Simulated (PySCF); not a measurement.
K(6+) (potassium, charge +6): UHF calculation

Configuration: [Ne] 3s2 3p1, 2P determinant. All numbers are calculated (PySCF 2.14, the non-relativistic Hamiltonian (point nucleus), in an even-tempered Gaussian basis (18 s from 0.13 bohr⁻², ratio 2.5; 12 p from 0.17 bohr⁻², ratio 2.5; 5 d from 1.5 bohr⁻², ratio 2.7; 5 f from 2.3 bohr⁻², ratio 2.7)).

```
Total energy                                                  : -587.472587 hartree
One-electron energy                                           : -754.8177 hartree
Hartree (Coulomb) energy                                      : 197.1842 hartree
Exchange energy                                               : -29.8391 hartree
Kinetic energy                                                : 587.48288 hartree
⟨S²⟩                                                          : 0.7566
⟨L²⟩                                                          : 2.020
Sum of ⟨r⟩                                                    : 6.424 bohr
Sum of ⟨r²⟩                                                   : 5.674 bohr²
Traceless quadrupole moment −½Σ⟨3z² − r²⟩ along its main axis : -0.624 e·bohr²
Density at the nucleus (Gaussians lack the cusp)              : 4500 bohr⁻³
Spin density at the nucleus                                   : 0.0901 bohr⁻³
```

```
shell  electrons  mean orbital energy (hartree)  spread (hartree)  rms radius, mean of both spins (bohr)
 1s α          1                     -137.80748                 0                                 0.0944
 1s β          1                     -137.78080                 0                                 0.0944
 2s α          1                      -18.54031                 0                                  0.417
 2s β          1                      -18.51801                 0                                  0.417
 2p α          3                      -15.57982           0.04227                                  0.386
 2p β          3                      -15.53759           0.05005                                  0.386
 3s α          1                       -4.99966                 0                                   1.20
 3s β          1                       -4.81947                 0                                   1.20
 3p α          1                       -4.30953                 0                                   1.24
```

Spin-orbit constants ζ (cm⁻¹) from the X2C one-electron operator on these orbitals (non-relativistic here): bare nucleus, nucleus screened by l(l+1)(2l+1)/3 electrons, and screened by the Breit-Pauli mean field of the electrons.

```csv
shell,bare,screened nucleus,mean field
2p,16900,15120,14320
3p,2265,2026,1907
```

To first order the Landé constant is A = 1907 cm⁻¹, so the lowest level has J = 1/2 and lies 0.236 eV below the centre of the term.
